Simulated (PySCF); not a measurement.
C5H10FO (doublet state).
Numbering: `[CH2:1][CH2:2][CH2:3][C@@H:4]([OH:5])[CH2:6][F:7]` (hydrogens: H8, H9 on C1; H10, H11 on C2; H12, H13 on C3; H14 on C4; H15 on O5; H16, H17 on C6)

Geometry (GFN2-xTB, Å), atoms numbered from 1 in this order:
```
atom  x, y, z in Å
C1     2.6908    0.8425    0.3368
C2     1.6030   -0.1097    0.0693
C3     0.2130    0.5201    0.1915
C4    -0.8860   -0.5242   -0.0036
O5    -0.7755   -1.4824    1.0246
C6    -2.2678    0.1351    0.0260
F7    -3.2299   -0.8024   -0.2804
H8     3.6781    0.6558   -0.0364
H9     2.5416    1.6668    1.0055
H10    1.7271   -0.5530   -0.9244
H11    1.6389   -0.9477    0.7843
H12    0.1031    0.9565    1.1852
H13    0.0965    1.3098   -0.5523
H14   -0.7622   -1.0143   -0.9846
H15   -1.5264   -2.0845    0.9627
H16   -2.3509    0.9338   -0.7153
H17   -2.5003    0.5098    1.0273
```

The hyperfine couplings belong to this conformer and change with its torsions.

Theory: UKS B3LYP, pcH-1 on C F H O, non-relativistic, mean-field spin-orbit, GIAO (PySCF 2.14.0). The structure is a single GFN2-xTB conformer in the gas phase; no vibrational or solvent corrections. The geometry wasn't refined by DFT: couplings that depend on bond lengths, twists or pyramidal angles can differ widely from those at the functional's own minimum. No stability test was run, so a lower SCF solution isn't excluded.

Q: Break the g tensor into its mass correction, gauge correction and orbital-Zeeman/spin–orbit terms.

A: 
| Δg (ppm) | 1 | 2 | 3 |
| --- | --- | --- | --- |
| relativistic mass correction | -135 | -135 | -135 |
| gauge correction | 5 | 35 | 16 |
| orbital Zeeman/spin–orbit | -10 | 538 | 736 |
| total | -139 | 438 | 617 |

So g = 2.00218, 2.00276, 2.00294 and g_iso = 2.00262; the tensor is rhombic: the two nearest values differ by 24 % of g3 − g1. Axes: g2 points within 11° of the C1–C2 bond.

Q: What are the electron Larmor frequencies g μB B/h along the three axes at 330 mT?

A: 9.2476, 9.2503, 9.2511 GHz for g1, g2 and g3, a range of 3.5 MHz.

Q: How much does each term add to the isotropic shift?

A: The orbital-Zeeman/spin–orbit term 421, the mass correction -135 and the gauge correction 19 ppm, for a total of 305 ppm. The orbital-Zeeman/spin–orbit term is the largest in size. The mass correction is the same along every axis, so the anisotropy comes from the other two: their spans along these axes are 29 (gauge) and 746 ppm (orbital Zeeman/spin–orbit).

Q: What effective moment and Curie constant follow for a powder?

A: With the mean of g² = 4.0105 and S(S+1) = 0.75: μ_eff = √(⟨g²⟩S(S+1)) = 1.734 μB and χT = 0.12505·⟨g²⟩·S(S+1) = 0.376 cm³ K/mol (cgs; spin-Hamiltonian part alone).

Q: In a frozen sample, at which fields do the three g values resonate at 9.5, 34, 94 and 263 GHz (hyperfine left aside), and which band first spreads them over more than twice a line width of 0.5 mT?

A: 
```csv
band,GHz,B(g3) mT,B(g2) mT,B(g1) mT,spread mT
X,9.5,338.88,338.91,339.01,0.13
Q,34.0,1212.83,1212.94,1213.29,0.46
W,94.0,3353.12,3353.42,3354.39,1.27
J,263.0,9381.60,9382.44,9385.15,3.54
```

The spread grows in proportion to the frequency. W band is the first where it exceeds 1.0 mT.

Largest spin populations (Mulliken): C1 (+1.08), C2 (-0.09) and H11 (+0.06). C1 is the only atom above +0.15. The positive populations add up to 1.18 and the negative ones to -0.18, together 2S = 1. The angles at C1 add up to 359.6°, so it is planar; its axial dipolar tensor and the negative couplings of its protons fit spin in a p orbital normal to that plane.

The HOMO–LUMO gaps are 6.70 eV among the α and 6.24 eV among the β orbitals.
